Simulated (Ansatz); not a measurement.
Two members of one family (Series TcO3X), computed with Ansatz in the gas phase; def2 core potentials for Tc, no spin–orbit coupling. Binding counts from free atoms in the multiplicity of their measured ground term, without zero-point energy. A dash marks a value that wasn't run or was left out as unsound. The structures are stationary points that may keep the symmetry of their start. Remarks come from the PBE and PBE0 runs and from stability tests at other levels; not every state was tested. HOMO above LUMO (over both spins in singlets and doublets, within one spin in higher multiplets; at PBE or PBE0), or a gap under 0.15 eV within one spin, warns that the state may not be the lowest or that an electron is smeared out.

First: TcO3Br (singlet, charge 0, r2SCAN-D4/def2-SVP geometry).

```tsv
atom	x (Å)	y (Å)	z (Å)
Tc1	0.060	-0.021	0.129
O2	0.123	1.433	0.958
O3	-0.861	-1.123	0.993
O4	1.611	-0.622	-0.077
Br5	-0.933	0.331	-2.003
```

| level | HOMO (eV) | LUMO (eV) | gap (eV) | vertical IE (eV) | vertical triplet (eV) | binding per atom (eV) |
| --- | --- | --- | --- | --- | --- | --- |
| PBE-D4/def2-TZVP | -8.31 | -4.75 | 3.56 | 11.41 | 3.50 | 4.69 |
| r2SCAN-D4/def2-TZVP | -8.68 | -4.85 | 3.83 | 11.64 | 3.44 | 4.31 |
| B97M-V/def2-TZVP | -8.70 | -4.80 | 3.90 | – | – | 4.11 |
| PBE0-D4/def2-SVP | -9.63 | -4.20 | 5.43 | – | – | 3.99 |
| ωB97X-V/def2-TZVP | -11.88 | -2.11 | 9.77 | – | – | 3.97 |

Metal–donor distances: 3 × O 1.68 Å, 1 × Br 2.38 Å. Remarks: restricted SCF unstable in HF, gap within one spin near zero at PBE or PBE0 (+1 doublet), gap within one spin near zero at PBE or PBE0 (triplet).

Second: TcO3F (singlet, charge 0, r2SCAN-D4/def2-SVP geometry).

```xyz
5

Tc   -0.005   -0.023    0.011
O    -1.473    0.021    0.811
O    -0.059   -1.207   -1.169
O     1.205   -0.395    1.104
F     0.332    1.603   -0.757
```

**Question.** Estimate how these quantities change from the first to the second (second minus first).

**Answer.** 
```json
{"level": "PBE-D4/def2-TZVP", "Δ HOMO (eV)": "-0.33", "Δ LUMO (eV)": "0.01", "Δ gap (eV)": "0.34", "Δ vertical IE (eV)": "0.79", "Δ vertical triplet (eV)": "0.24", "Δ binding per atom (eV)": "0.35"}
{"level": "r2SCAN-D4/def2-TZVP", "Δ HOMO (eV)": "-0.39", "Δ LUMO (eV)": "0.00", "Δ gap (eV)": "0.39", "Δ vertical IE (eV)": "0.73", "Δ vertical triplet (eV)": "0.19", "Δ binding per atom (eV)": "0.32"}
{"level": "B97M-V/def2-TZVP", "Δ HOMO (eV)": "-0.42", "Δ LUMO (eV)": "0.00", "Δ gap (eV)": "0.42", "Δ vertical IE (eV)": "–", "Δ vertical triplet (eV)": "–", "Δ binding per atom (eV)": "0.34"}
{"level": "PBE0-D4/def2-SVP", "Δ HOMO (eV)": "-0.71", "Δ LUMO (eV)": "0.00", "Δ gap (eV)": "0.71", "Δ vertical IE (eV)": "–", "Δ vertical triplet (eV)": "–", "Δ binding per atom (eV)": "0.32"}
{"level": "ωB97X-V/def2-TZVP", "Δ HOMO (eV)": "-0.84", "Δ LUMO (eV)": "0.10", "Δ gap (eV)": "0.94", "Δ vertical IE (eV)": "–", "Δ vertical triplet (eV)": "–", "Δ binding per atom (eV)": "0.34"}
```

Metal–donor distances: 3 × O 1.67 Å, 1 × F 1.83 Å. Remarks: restricted SCF unstable in HF, spin-contaminated (⟨S²⟩ up to 0.85) (+1 doublet), gap within one spin near zero at PBE or PBE0 (triplet).
